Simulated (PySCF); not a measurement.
Species: 2-aminothiophenol, C6H7NS.
Z-matrix (Å and degrees, GFN2-xTB geometry), rows numbered from 1:
```
N 
C   1  1.3808
C   2  1.3944  1  121.27
C   3  1.3810  2  121.02  1  -177.98
C   4  1.3850  3  120.38  2    -0.13
C   5  1.3833  4  119.51  3     1.17
C   6  1.3825  5  120.17  4    -0.40
S   7  1.7870  2  120.00  1    -2.85
H   1  1.0078  2  115.24  3   -17.60
H   1  1.0106  2  115.04  3  -153.18
H   3  1.0808  2  118.64  1     2.71
H   4  1.0798  3  119.53  2  -179.59
H   5  1.0786  4  120.50  3  -179.22
H   6  1.0794  5  120.72  4   179.22
H   8  1.3339  7   95.54  2    48.79
```

Probes without a nucleus sit at each ring's centroid and 1 Å off its mean plane on both sides; NICS is minus the shielding there, NICSzz its component along the normal. Level: GIAO PBE0/pcSseg-1 (PySCF, non-relativistic, gas phase) on the GFN2-xTB geometry, one conformer.

Ring bond lengths (Å), with Mayer bond orders in brackets: C2–C3 1.394 (1.35), C3–C4 1.381 (1.47), C4–C5 1.385 (1.42), C5–C6 1.383 (1.45), C6–C7 1.382 (1.44), C7–C2 1.400 (1.23).

Question: What do the NICS probes read (ppm)?

Answer: 
```
             ring                                              type  NICS(0)  NICS(1), two faces  NICS(1)zz, two faces  rms pucker (Å)  centre to ring atoms, mean (Å)
C2–C3–C4–C5–C6–C7  6-membered carbocycle; formal bonds all aromatic     -8.5       -10.4 / -10.4         -24.9 / -24.9            0.01                            1.39
```

Question: What can be read from them?

Answer: 
- C2–C3–C4–C5–C6–C7: mean NICS(1)zz -24.9 ppm, shielded, aromatic by this magnetic criterion (flat ring, no four-coordinate atom).

Question: What does the geometric index give? Use HOMA with the parameters of Krygowski (1993).

Answer: 
- C2–C3–C4–C5–C6–C7: HOMA 0.99 = 1 − EN − GEO, with mean bond length 1.388 Å, EN = α(Ropt − mean)² = 0.000 and GEO = α × variance = 0.013. The geometric and the magnetic index point the same way.

Question: What is the mean of the two in-plane components of NICS at the first NICS(1) probe listed for ring C2–C3–C4–C5–C6–C7, 1 Å off the ring?

Answer: The isotropic value is a third of the trace: (3 × -10.4 − (-24.9))/2 = -3.2 ppm.

Question: Give the inner angles of the rings and the Hirshfeld charges of the ring atoms.

Answer: 
- C2–C3–C4–C5–C6–C7: C2 117.8° (+0.044 e), C3 121.0° (-0.075 e), C4 120.4° (-0.050 e), C5 119.5° (-0.068 e), C6 120.2° (-0.058 e), C7 121.0° (-0.039 e); sum 720.0° against 720° for a flat convex ring.
